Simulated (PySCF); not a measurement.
# Relaxation of quintet FRuN

Level of theory: UPBE0/[Ru def2-TZVP with ECP28, N def2-TZVP, F def2-TZVP], scalar-relativistic core potentials, density fitting, no spin–orbit coupling, PySCF. A (50,194) grid was used.

A start displaced from a saddle point along its imaginary mode, of Cs symmetry, held to at least that symmetry:

Coordinates in bohr (charge 0 multiplicity 5):
```
Ru    0.0021    0.0581   -0.1880
N    -0.0081   -0.2266   -3.3959
F    -0.0052   -0.1448    3.5115
```

At each step, columns x, y, z (Å) and Fx, Fy, Fz (eV/Å):

```
step 0  E − E(last) = 77.29 kJ/mol
Ru   0.001   0.031  -0.100   0.019   0.515  -0.201
N   -0.004  -0.120  -1.797  -0.010  -0.264   0.365
F   -0.003  -0.077   1.858  -0.009  -0.252  -0.164
step 1  E − E(last) = 71.32 kJ/mol
Ru   0.003   0.085  -0.101   0.030   0.810  -0.105
N   -0.005  -0.149  -1.782  -0.015  -0.425   0.263
F   -0.004  -0.102   1.844  -0.015  -0.385  -0.158
step 2  E − E(last) = 59.78 kJ/mol
Ru   0.006   0.166  -0.101   0.032   0.879  -0.303
N   -0.007  -0.192  -1.765  -0.015  -0.438   0.765
F   -0.005  -0.140   1.828  -0.017  -0.441  -0.462
step 3  E − E(last) = 44.27 kJ/mol
Ru   0.009   0.258  -0.101   0.021   0.642  -0.516
N   -0.009  -0.241  -1.734  -0.008  -0.258   1.288
F   -0.007  -0.183   1.797  -0.013  -0.385  -0.772
step 4  E − E(last) = 30.65 kJ/mol
Ru   0.019   0.522  -0.103  -0.082  -2.365  -1.320
N   -0.014  -0.381  -1.621   0.056   1.671   3.047
F   -0.011  -0.307   1.686   0.026   0.693  -1.727
step 5  E − E(last) = 14.20 kJ/mol
Ru   0.016   0.438  -0.104  -0.020  -0.469  -0.564
N   -0.012  -0.335  -1.625   0.013   0.404   1.605
F   -0.010  -0.269   1.691   0.007   0.064  -1.041
step 6  E − E(last) = 4.98 kJ/mol
Ru   0.017   0.462  -0.105   0.008   0.250  -0.029
N   -0.012  -0.347  -1.569  -0.007  -0.125   0.450
F   -0.010  -0.281   1.635  -0.001  -0.126  -0.421
step 7  E − E(last) = 0.12 kJ/mol
Ru   0.019   0.530  -0.104   0.008   0.079  -0.153
N   -0.014  -0.382  -1.496  -0.003  -0.007   0.107
F   -0.011  -0.313   1.562  -0.005  -0.071   0.046
step 8  E − E(last) = 0.00 kJ/mol
Ru   0.019   0.543  -0.107   0.005  -0.031  -0.025
N   -0.014  -0.389  -1.484  -0.002   0.016   0.029
F   -0.011  -0.320   1.552  -0.003   0.016  -0.004
step 9  E − E(last) = 0.00 kJ/mol
Ru   0.019   0.542  -0.107   0.006   0.003   0.001
N   -0.014  -0.388  -1.484  -0.003  -0.011  -0.002
F   -0.011  -0.320   1.552  -0.003   0.008   0.001
```

It ends at Cs with Ru–F 1.870 Å, Ru–N 1.663 Å; F–Ru–N 118.4° (after a last refinement on a finer grid). A frequency run shows a minimum. Other isomers or separated fragments may lie lower.

Open d and f shells are described by one determinant, and the ground state may have another occupation or spin. At this level a singlet minimum of Cs symmetry lies 164 kJ/mol below this structure.

The relaxation took 15 s on 4 threads of a shared Arm Neoverse V2 host, with 102 basis functions and 10 gradients; the process peaked at 0.93 GiB.
